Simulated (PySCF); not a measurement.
All of these have the formula C6H6F2. Level of theory: PySCF, TDDFT CAM-B3LYP/def2-SVPD, vertical, gas phase, core orbitals frozen in the response. Geometries: PBE0-D3(BJ)/def2-SVP; one conformer of each isolated species. Triplets are in the Tamm–Dancoff approximation. 'Strongest' means the level of largest summed f among the lowest 10 singlets; it needn't be the same kind of state in each.

Task: Rank by computed HOMO–LUMO gap, highest first.
A. `C1(C=C[C@@H]2C[C@H]12)(F)F`
B. `FC1=CC[C@H](F)C=C1`
C. `C=C(F)/C=C/C=C\F`
D. `C=C/C=C\C=C(F)F`
E. `FC1=C[C@@H](F)C=CC1`

Result: E (9.74 eV), A (9.53 eV), B (7.77 eV), D (7.08 eV), C (6.95 eV).

```csv
SMILES,gap (eV),α (au),f (S1),T1 (eV),HOMO (eV),f (strongest),S1 mainly
FC1=C[C@@H](F)C=CC1,9.74,68.5,0.033,4.34,-8.92,0.66,H→L (84%)
FC1(F)C=C[C@@H]2C[C@@H]21,9.53,64.5,0.102,4.07,-8.96,0.10,H→L (92%)
FC1=CC[C@H](F)C=C1,7.77,69.2,0.138,2.87,-8.12,0.34,H→L (98%)
C=C/C=C\C=C(F)F,7.08,89.8,0.952,2.57,-7.48,0.95,H→L (98%)
C=C(F)/C=C/C=C\F,6.95,92.0,1.076,2.51,-7.64,1.08,H→L (98%)
```

H and L stand for HOMO and LUMO.
